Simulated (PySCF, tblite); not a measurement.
Species: diphenylphosphane, C12H11P.
Atom-mapped SMILES: `[cH:1]1[cH:2][cH:3][c:4]([PH:5][c:6]2[cH:7][cH:8][cH:9][cH:10][cH:11]2)[cH:12][cH:13]1` (hydrogens: H14 on C1; H15 on C2; H16 on C3; H17 on P5; H18 on C7; H19 on C8; H20 on C9; H21 on C10; H22 on C11; H23 on C12; H24 on C13)

Cartesian coordinates in Å at the PBE0-D3(BJ)/def2-SVP level; atoms count from 1:
```
atom  x, y, z in Å
C1    -3.5472   -0.6271   -1.3380
C2    -2.6092    0.3121   -1.7685
C3    -1.5551    0.6820   -0.9383
C4    -1.4122    0.1057    0.3324
P5    -0.0672    0.6927    1.4356
C6     1.4226    0.2934    0.4239
C7     1.5320   -0.8697   -0.3512
C8     2.6851   -1.1190   -1.0889
C9     3.7436   -0.2082   -1.0644
C10    3.6433    0.9531   -0.3026
C11    2.4854    1.2032    0.4354
C12   -2.3581   -0.8365    0.7545
C13   -3.4202   -1.1983   -0.0737
H14   -4.3759   -0.9138   -1.9898
H15   -2.7020    0.7638   -2.7592
H16   -0.8265    1.4208   -1.2844
H17   -0.0485   -0.4606    2.2783
H18    0.7013   -1.5798   -0.3807
H19    2.7608   -2.0297   -1.6884
H20    4.6476   -0.4055   -1.6457
H21    4.4666    1.6715   -0.2846
H22    2.4020    2.1180    1.0287
H23   -2.2619   -1.3004    1.7401
H24   -4.1476   -1.9378    0.2704
```

Jobs on this species (24 atoms, 98 electrons) with PySCF (density fitting) and tblite. Hardware of each: one thread of an Intel Xeon Platinum 8488C, on a shared host. The host was shared with other jobs, so the times are rough.

Question: Rank these jobs by wall time, shortest first.
A. GFN2-xTB; Hessian by finite differences
B. wB97X-D/pcSseg-1; shieldings, ring-centre shieldings; 283 basis functions
C. CAM-B3LYP/def2-SVPD; 10 singlets by full TDDFT, 4 Tamm–Dancoff triplets, polarisability, density and orbital grids written; 352 basis functions
D. GFN2-xTB; L-BFGS relaxation
E. PBE0-D3(BJ)/def2-SVP, grid level 1; geometry optimisation from a GFN2-xTB start shaken at random; 241 basis functions

Answer: D (0.76 s), A (1.7 s), B (1.9 min), C (4.0 min), E (8.5 min).

All jobs:

```tsv
level and settings	work	basis functions	SCF cycles	wall time
GFN2-xTB	L-BFGS relaxation	–	–	0.76 s
GFN2-xTB	Hessian by finite differences	–	–	1.7 s
wB97X-D/pcSseg-1	shieldings, ring-centre shieldings	283	13	1.9 min
PBE0/pcSseg-1	shieldings, ring-centre shieldings, charges and field gradients, density and orbital grids written	283	14	1.9 min
CAM-B3LYP/def2-SVPD	10 singlets by full TDDFT, 4 Tamm–Dancoff triplets, polarisability, density and orbital grids written	352	12	4.0 min
PBE0-D3(BJ)/def2-SVP, grid level 1	geometry optimisation from a GFN2-xTB start shaken at random	241	109	8.5 min
```

Question: What do all jobs in the table cost together?

Answer: About 16 min; the longest takes about 52 % of that, and about 670 times as long as the shortest.
